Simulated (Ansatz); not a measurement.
Total energies of `[OH][In]([SH])[O][SiH3]`.

Cartesian coordinates in Å:
```
O 1.860 0.683 2.543
In 1.109 0.676 0.729
S 1.858 1.930 -1.112
O -0.438 -0.551 0.547
Si -1.428 -0.960 -0.678
H 1.376 0.083 3.118
H 0.903 1.405 -1.902
H -2.840 -0.625 -0.348
H -1.335 -2.417 -0.966
H -1.065 -0.224 -1.931
```

Total charge 0; spin multiplicity 1. Correlated methods include outer-core shells of In, which these sets cover unevenly. In: def2 effective core potential. Geometry: relaxed with PBE0-D4/def2-TZVP. It is one conformer, not always the lowest. Basis def2-TZVPP, the Gaussian-basis code of Ansatz.

RPA on PBE orbitals: Hartree–Fock energy of these orbitals -1028.43413 Eh, correlation -1.67669 Eh (frozen core).

```csv
functional,energy without D4 (Eh),D4 term (kJ/mol)
B97M-V,-1031.25557,–
PBE0,-1031.04657,-20.2
```

Q: Give the same for LDA (SPW92), PBE, revPBE, BLYP, r2SCAN, B3LYP, r2SCANh, r2SCAN0, HSE06 (plane-wave form), BHLYP, CAM-B3LYP, LC-ωPBE, ωB97X-V, ωB97M-V, B2PLYP, PBE-QIDH. (Estimate.)

A: Computed: 
| functional | energy without D4 (Eh) | D4 term (kJ/mol) |
| --- | --- | --- |
| LDA (SPW92) | -1027.52066 | – |
| PBE | -1030.98750 | -23.2 |
| revPBE | -1031.33480 | -56.9 |
| BLYP | -1031.39722 | -48.3 |
| r2SCAN | -1031.41950 | -5.8 |
| B3LYP | -1031.58268 | -37.6 |
| r2SCANh | -1031.39143 | -6.3 |
| r2SCAN0 | -1031.35126 | -7.1 |
| HSE06 (plane-wave form) | -1031.02444 | -19.2 |
| BHLYP | -1031.31824 | -33.9 |
| CAM-B3LYP | -1031.42324 | -21.1 |
| LC-ωPBE | -1031.21189 | – |
| ωB97X-V | -1031.29676 | – |
| ωB97M-V | -1031.32996 | – |
| B2PLYP | -1030.91948 | – |
| PBE-QIDH | -1030.65799 | – |

B3LYP takes the VWN-RPA correlation (the form of Gaussian; ORCA's B3LYP/G). HSE06 is the plane-wave form, built on full-range PBE exchange. The double hybrids freeze the cores in their second-order part.

LC-ωPBE has ω = 0.4 bohr⁻¹.
